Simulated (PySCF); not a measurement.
**Relaxation of quintet FeS₂**

Method: UPBE/[Fe def2-SVP, S def2-SVP], no relativity, density fitting, PySCF. A (50,194) grid was used.

A hand-made end-on start, of Cs symmetry, held to at least that symmetry:

Coordinates in bohr (charge 0 multiplicity 5):
```
Fe   -0.8945    0.0000   -2.7878
S    -0.8945    0.0000    1.4749
S     2.4594    0.0000    3.4024
```

Question: What forces act on the atoms at the start (eV/Å)?

Answer: 
| atom | Fx | Fy | Fz |
| --- | --- | --- | --- |
| Fe1 | 0.17 | 0.00 | 0.76 |
| S2 | 0.66 | 0.00 | -0.05 |
| S3 | -0.84 | 0.00 | -0.71 |

Question: What does it relax to?

Answer: It ends at C2v with Fe–S 2.148 Å (×2), S–S 2.223 Å; Fe–S–S 58.8° (×2), S–Fe–S 62.3°. A frequency run shows a minimum. Other isomers or separated fragments may lie lower.

Question: How much energy is released, and in how many steps?

Answer: 116.9 kJ/mol in 11 steps.

Other spin states or occupations of the open shell can lie lower.

The relaxation took 31 s on 2 threads of a shared Arm Neoverse V2 host, with 67 basis functions and 13 gradients; the process peaked at 0.4 GiB.
